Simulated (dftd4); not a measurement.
triflic acid (CHF3O3S), singlet, at a GFN2-xTB geometry; D4 for tpssh in dftd4.

dftd4 was given this input:
```
$ dftd4 mol.xyz --func tpssh --charge 0 --json dftd4.json --noedisp --property

# file mol.xyz
9

O      1.41469782    -0.49779905    -1.06169565
S      0.80886675     0.30104012     0.16311669
O      1.27034678    -0.28302073     1.37173556
O      0.90598970     1.68891681    -0.07270317
C     -0.97345522    -0.20872619    -0.06496558
F     -1.73274043     0.25154402     0.91428660
F     -1.43423367     0.23041401    -1.22337302
F     -1.01685156    -1.53813106    -0.06070275
H      1.82502020    -1.32350365    -0.79066498
```

**Question.** Write the output that dftd4 gives for this input, abridged.

**Answer.** 
```
                    ____  _____ _____     ____  _  _
      -------------|  _ \|  ___|_   _|---|  _ \| || |------------
     |             | | | | |_    | | ___ | | | | || |_           |
     |             | |_| |  _|   | ||___|| |_| |__   _|          |
     |             |____/|_|     |_|     |____/   |_|            |
     |             ===================================           |
     |            E. Caldeweyher, S. Ehlert & S. Grimme          |
     |          Mulliken Center for Theoretical Chemistry        |
     |                    University of Bonn                     |
      -----------------------------------------------------------

Rational (Becke-Johnson) damping: tpssh-D4-ATM
---------------------
  s6         1.0000
  s8         1.8590
  s9         1.0000
  a1         0.4429
  a2         4.6023
 alp        16.0000
--------------------

Atomic data, radii in Ångström:
------------------------------------------------------
   Z          R(cov)      r4/r2   hardness         EN
------------------------------------------------------
   8 O        0.8400     1.3725     0.5869     3.4400
  16 S        1.3600     2.1385     0.3892     2.5800
   6 C        1.0000     1.6431     0.4220     2.5500
   9 F        0.8533     1.2638     0.6693     3.9800
   1 H        0.4267     1.0622     0.4726     2.2000
------------------------------------------------------

Atomic reference systems (in atomic units):
----------------------------------------------------------------------------
   Z        #      CN     q+Z       C6(AA)   #      CN     q+Z       C6(AA)
----------------------------------------------------------------------------
   8 O      1  0.0000  8.0000      15.5711   2  0.8042  7.6453      20.8489
            3  1.6112  7.4012      24.8631   4  0.9798  8.0000      14.9880
  16 S      1  0.0000 16.0000     134.5983   2  0.9220 15.8373     145.7512
            3  1.8445 15.7622     148.5324
   6 C      1  0.0000  6.0000      49.3833   2  0.9189  5.8288      52.1688
            3  1.9079  5.8579      35.6972   4  2.8312  5.7775      35.8445
            5  3.7487  5.7435      28.6317   6  2.9183  5.8956      32.2504
            7  0.8556  6.2103      25.6194
   9 F      1  0.0000  9.0000       9.7374   2  0.7408  8.7523      11.7796
   1 H      1  0.0000  1.0000       7.6362   2  0.8942  1.0000       3.0374
----------------------------------------------------------------------------

Atomic properties (in atomic units):
----------------------------------------------------------------------------
     #    Z              CN          q      C6(AA)        C8(AA)   alpha(0)
----------------------------------------------------------------------------
     1    8 O        1.6637    -0.3747     20.2038      407.7231     6.0804
     2   16 S        3.6131     0.6583    114.9176     5629.9487    18.0742
     3    8 O        0.8596    -0.2995     19.7069      397.6961     5.9567
     4    8 O        0.8596    -0.2682     19.1518      386.4944     5.8722
     5    6 C        3.3160     0.3191     21.3603      617.7758     7.3605
     6    9 F        0.8033    -0.1152     10.4444      178.7172     3.7226
     7    9 F        0.8057    -0.1131     10.4240      178.3681     3.7189
     8    9 F        0.8139    -0.1265     10.5514      180.5473     3.7415
     9    1 H        0.8218     0.3198      0.6618        7.9996     1.2765
----------------------------------------------------------------------------

Molecular properties (in atomic units):
----------------------------------------
 molecular C6                1504.9102
 molecular C8               40260.6950
----------------------------------------

Dispersion energy:      -1.1072728575417E-02 Eh

[Info] JSON dump of results written to 'dftd4.json'
```
